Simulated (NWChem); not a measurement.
System: MgNH2Cl; SMILES [Cl][Mg][NH2]

Here is an NWChem input.

```
start job
memory heap 200 mb stack 900 mb global 1100 mb
geometry units angstroms noautoz
  Mg    -0.101154    -0.294831    -0.059895
  Cl     0.374290     1.859076     0.057197
  N     -0.503379    -2.130608    -0.160389
  H      0.048089    -2.837889    -0.633470
  H     -1.313442    -2.587583     0.243872
end
basis spherical
  * library 6-31+g*
end
dft
  xc m06-2x
  iterations 150
  vectors input atomic output neutral.movecs
end
task dft energy
charge 1
dft
  odft
  mult 2
  vectors input atomic output cation.movecs
end
task dft energy
charge -1
dft
  odft
  mult 2
  vectors input atomic output anion.movecs
end
task dft energy
```

Output (shortened):

```
             Northwest Computational Chemistry Package (NWChem) 7.3.0
             --------------------------------------------------------

 C2V symmetry detected

                             Geometry "geometry" -> ""
                             -------------------------

 Output coordinates in angstroms (scale by  1.889725989 to convert to a.u.)

  No.       Tag          Charge          X              Y              Z
 ---- ---------------- ---------- -------------- -------------- --------------
    1 Mg                  12.0000     0.00000000     0.00000000    -0.51099931
    2 Cl                  17.0000     0.00000000     0.00000000     1.69786264
    3 N                    7.0000     0.00000000     0.00000000    -2.39300823
    4 H                    1.0000     0.00000000     0.81947338    -2.99030783
    5 H                    1.0000     0.00000000    -0.81947338    -2.99030783

 Effective nuclear repulsion energy (a.u.)     104.1573029193

      Symmetry information
      --------------------

 Group name             C2v
 Group number             16
 Group order               4
 No. of unique centers     4

                                 NWChem DFT Module
                                 -----------------

 Summary of "ao basis" -> "ao basis" (spherical)
 ------------------------------------------------------------------------------
       Tag                 Description            Shells   Functions and Types
 ---------------- ------------------------------  ------  ---------------------
 Mg                         6-31+g*                 10       22   5s4p1d
 Cl                         6-31+g*                 10       22   5s4p1d
 N                          6-31+g*                  8       18   4s3p1d
 H                          6-31+g*                  2        2   2s

      Symmetry analysis of basis
      --------------------------

        a1         33
        a2          3
        b1         14
        b2         16

            General Information
            -------------------
          SCF calculation type: DFT
          Wavefunction type:  closed shell.
          No. of atoms     :     5
          No. of electrons :    38
           Alpha electrons :    19
            Beta electrons :    19
          Charge           :     0
          Spin multiplicity:     1
          Use of symmetry is: on ; symmetry adaption is: on
          Maximum number of iterations: 150
          AO basis - number of functions:    66
                     number of shells:    32
          Convergence on energy requested:  1.00D-06
          Convergence on density requested:  1.00D-05
          Convergence on gradient requested:  5.00D-04

              XC Information
              --------------
                       M06-2X Method XC Functional
                     Hartree-Fock (Exact) Exchange  0.540
                        M06-2X Exchange Functional  1.000
                      M06-2X Correlation Potential  1.000

             Grid Information
             ----------------
          Grid used for XC integration:  medium
          Radial quadrature: Mura-Knowles
          Angular quadrature: Lebedev.
          Tag              B.-S. Rad. Rad. Pts. Rad. Cut. Ang. Pts.
          ---              ---------- --------- --------- ---------
          Mg                  1.50       88          13.0       590
          Cl                  1.00       88          13.0       590
          N                   0.65       49          13.0       434
          H                   0.35       45          13.0       434
          Grid pruning is: on
          Number of quadrature shells:   270
          Spatial weights used:  Erf1

      Superposition of Atomic Density Guess
      -------------------------------------

 Sum of atomic energies:        -714.33868208

      Non-variational initial energy
      ------------------------------

 Total energy =    -714.848074
 1-e energy   =   -1196.000967
 2-e energy   =     376.995590
 HOMO         =      -0.342676
 LUMO         =      -0.088641

      Symmetry analysis of molecular orbitals - initial
      -------------------------------------------------

  Numbering of irreducible representations:

     1 a1          2 a2          3 b1          4 b2

  Orbital symmetries:

     1 a1          2 a1          3 a1          4 a1          5 a1
     6 b2          7 b1          8 a1          9 a1         10 b2
    11 b1         12 a1         13 a1         14 b2         15 a1
    16 a1         17 b1         18 b2         19 b1         20 a1
    21 b2         22 a1         23 b1         24 a1         25 b2
    26 b1         27 a1         28 a1         29 b2

   convergence    iter        energy       DeltaE   RMS-Dens  Diis-err
 ---------------- ----- ----------------- --------- --------- ---------
 d= 0,ls=0.0,diis     1   -716.1601952331 -8.20D+02  1.52D-02  4.66D-01
 d= 0,ls=0.0,diis     2   -716.1576110920  2.58D-03  6.09D-03  5.82D-01
 d= 0,ls=0.0,diis     3   -716.2241515633 -6.65D-02  1.97D-03  9.10D-03
 d= 0,ls=0.0,diis     4   -716.2252906065 -1.14D-03  6.24D-04  1.16D-03
 d= 0,ls=0.0,diis     5   -716.2254866988 -1.96D-04  1.84D-04  1.60D-05
  Resetting Diis
 d= 0,ls=0.0,diis     6   -716.2254935726 -6.87D-06  3.21D-05  2.40D-06
 d= 0,ls=0.0,diis     7   -716.2254941928 -6.20D-07  1.19D-05  1.20D-07
 d= 0,ls=0.0,diis     8   -716.2254942240 -3.12D-08  2.73D-06  6.50D-08

         Total DFT energy =     -716.225494224000
      One electron energy =    -1198.983773687282
           Coulomb energy =      431.047097472949
    Exchange-Corr. energy =      -52.446120929010
 Nuclear repulsion energy =      104.157302919342

 Numeric. integr. density =       37.999999258021

                  Occupations of the irreducible representations
                  ----------------------------------------------

                     irrep           alpha         beta
                     --------     --------     --------
                     a1               11.0         11.0
                     a2                0.0          0.0
                     b1                4.0          4.0
                     b2                4.0          4.0

                       DFT Final Molecular Orbital Analysis
                       ------------------------------------

 Vector   17  Occ=2.000000D+00  E=-3.648427D-01  Symmetry=b2
              MO Center= -1.1D-16,  1.4D-16,  1.6D+00, r^2= 1.3D+00
   Bfn.  Coefficient  Atom+Function         Bfn.  Coefficient  Atom+Function
  ----- ------------  ---------------      ----- ------------  ---------------
    30      0.698974  2 Cl py                34      0.368261  2 Cl py
    26     -0.271237  2 Cl py                 8      0.076806  1 Mg py
    19      0.064163  1 Mg d -1              38      0.043826  2 Cl py
     4     -0.036720  1 Mg py

 Vector   18  Occ=2.000000D+00  E=-3.646391D-01  Symmetry=b1
              MO Center= -2.1D-17, -1.7D-16,  1.6D+00, r^2= 1.4D+00
   Bfn.  Coefficient  Atom+Function         Bfn.  Coefficient  Atom+Function
  ----- ------------  ---------------      ----- ------------  ---------------
    29      0.698354  2 Cl px                33      0.369156  2 Cl px
    25     -0.270987  2 Cl px                 7      0.084063  1 Mg px
    21     -0.057500  1 Mg d  1              37      0.040730  2 Cl px
     3     -0.038997  1 Mg px                51      0.029491  3 N  px

 Vector   19  Occ=2.000000D+00  E=-2.959599D-01  Symmetry=b1
              MO Center=  1.1D-16,  7.6D-16, -2.3D+00, r^2= 1.3D+00
   Bfn.  Coefficient  Atom+Function         Bfn.  Coefficient  Atom+Function
  ----- ------------  ---------------      ----- ------------  ---------------
    47      0.551076  3 N  px                51      0.440533  3 N  px
    55      0.155177  3 N  px                 7      0.111532  1 Mg px
     3     -0.055556  1 Mg px                21      0.053061  1 Mg d  1
    29     -0.045903  2 Cl px

 Vector   20  Occ=0.000000D+00  E=-3.958061D-02  Symmetry=a1
              MO Center=  1.6D-14, -4.7D-14, -7.5D-01, r^2= 1.0D+01
   Bfn.  Coefficient  Atom+Function         Bfn.  Coefficient  Atom+Function
  ----- ------------  ---------------      ----- ------------  ---------------
    10      0.851715  1 Mg s                 14      0.695536  1 Mg s
    36     -0.420690  2 Cl s                 54     -0.410835  3 N  s
     6      0.246171  1 Mg s                 50     -0.218819  3 N  s
    39      0.183463  2 Cl pz                31      0.162166  2 Cl pz
    28     -0.137710  2 Cl s                 20     -0.133763  1 Mg d  0

 Vector   21  Occ=0.000000D+00  E=-6.748362D-03  Symmetry=b2
              MO Center= -2.2D-15,  1.0D-13, -6.6D-01, r^2= 1.7D+01
   Bfn.  Coefficient  Atom+Function         Bfn.  Coefficient  Atom+Function
  ----- ------------  ---------------      ----- ------------  ---------------
    16      0.762580  1 Mg py                12      0.389348  1 Mg py
     8      0.214671  1 Mg py                38     -0.197815  2 Cl py
    30     -0.130359  2 Cl py                34     -0.088957  2 Cl py
     4     -0.080367  1 Mg py                56     -0.079842  3 N  py
    48     -0.063094  3 N  py                64     -0.049083  4 H  s

 Vector   22  Occ=0.000000D+00  E= 2.176682D-03  Symmetry=b1
              MO Center= -5.9D-14, -6.5D-16, -5.6D-01, r^2= 2.2D+01
   Bfn.  Coefficient  Atom+Function         Bfn.  Coefficient  Atom+Function
  ----- ------------  ---------------      ----- ------------  ---------------
    15      0.934943  1 Mg px                11      0.236089  1 Mg px
    55     -0.185531  3 N  px                 7      0.173822  1 Mg px
    37     -0.159671  2 Cl px                29     -0.118908  2 Cl px
    47     -0.115644  3 N  px                51     -0.094305  3 N  px
    33     -0.085376  2 Cl px                 3     -0.056561  1 Mg px

     Multipole analysis of the density
     ---------------------------------

[...]
```

Level: M06-2X/6-31+G* (spherical d), vertical spin-unrestricted ions. Geometry: optimised at B3LYP/6-31G* (spherical d).
